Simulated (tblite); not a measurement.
Compound: C₄H₁₀Cl₂Si.
Atom-mapped SMILES: `[CH3:1][C@:2]([SiH3:3])([Cl:4])[CH2:5][CH2:6][Cl:7]` (hydrogens: H8, H9, H10 on C1; H11, H12, H13 on Si3; H14, H15 on C5; H16, H17 on C6)

Computed geometry: GFN2-xTB, gas phase.

Q: List the bond lengths, angles and torsions at this level.

A: 
| bond | length (Å) |
| --- | --- |
| C1–C2 | 1.521 |
| C2–Si3 | 1.924 |
| C2–Cl4 | 1.813 |
| C2–C5 | 1.525 |
| C5–C6 | 1.519 |
| C6–Cl7 | 1.783 |
| C1–H8, C1–H9, C1–H10 | 1.088 |
| Si3–H11, Si3–H12, Si3–H13 | 1.461 |
| C5–H14 | 1.094 |
| C5–H15 | 1.093 |
| C6–H16 | 1.089 |
| C6–H17 | 1.090 |

Bonds in one row agree within 0.01 Å and their mean is given. A selection of angles:
| angle | degrees |
| --- | --- |
| C2–C1–H8 | 109.6 |
| C2–C1–H9 | 111.0 |
| H8–C1–H9 | 108.5 |
| H9–C1–H10 | 108.3 |
| C1–C2–Si3 | 112.0 |
| C1–C2–Cl4 | 106.9 |
| C1–C2–C5 | 109.5 |
| Si3–C2–Cl4 | 104.5 |
| Si3–C2–C5 | 115.3 |
| Cl4–C2–C5 | 108.2 |
| C2–Si3–H11 | 109.4 |
| C2–Si3–H12 | 106.8 |
| H11–Si3–H12 | 110.7 |
| C2–C5–C6 | 113.7 |
| C2–C5–H14 | 109.6 |
| C2–C5–H15 | 107.8 |
| C6–C5–H14 | 108.8 |
| C6–C5–H15 | 109.1 |
| H14–C5–H15 | 107.8 |
| C5–C6–Cl7 | 110.0 |
| C5–C6–H16 | 111.4 |
| C5–C6–H17 | 111.5 |
| Cl7–C6–H16 | 107.0 |
| Cl7–C6–H17 | 106.7 |
| H16–C6–H17 | 109.9 |

Dihedral angles: C1–C2–C5–C6 176° (antiperiplanar); C2–C5–C6–Cl7 179° (antiperiplanar).

Of the pairs four or more bonds apart, Si3···H17 is among the closest relative to their van der Waals radii: 2.90 Å, 88 % of the sum of Bondi's values. The 2 C–Cl bonds span 1.783 Å (C6–Cl7, drawn single) to 1.813 Å (C2–Cl4, drawn single), a spread of 0.030 Å. Si3 (SiH3 silicon) is tetrahedral (angles from 106.8° to 111.5°).

Point group: C1 (no symmetry element, even within 0.4 Å). Its GFN2-xTB frequencies are all real (lowest 60 cm⁻¹). One conformer, not necessarily the lowest.
